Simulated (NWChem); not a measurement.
System: GaNH3F; SMILES [NH2][GaH][F]

Input file for NWChem:

```
start job
memory heap 200 mb stack 900 mb global 1100 mb
geometry units angstroms noautoz
  Ga    -0.321303    -0.052721     0.007626
  H     -1.869799    -0.195068    -0.061358
  F      0.673073    -1.508429    -0.006255
  N      0.654364     1.480675     0.026000
  H      1.654689     1.474045     0.177447
  H      0.241452     2.390091     0.183724
end
basis spherical
  Ga library def2-svp
  H library def2-svp
  F library def2-svp
  N library def2-svp
end
dft
  xc becke97-d
  disp vdw 2
  iterations 150
  mulliken
end
task dft energy
```

Geometry: optimised at B3LYP/6-31G* (spherical d).

### Question
What results follow from this input? (B97-D/def2-SVP.) Quantities: energy (Ha); highest occupied level (eV); orbital gap (eV); dipole (D).

### Answer
```json
{
 "energy (Ha)": "-2081.80",
 "highest occupied level (eV)": "-6.09",
 "orbital gap (eV)": "5.05",
 "dipole (D)": "2.71"
}
```
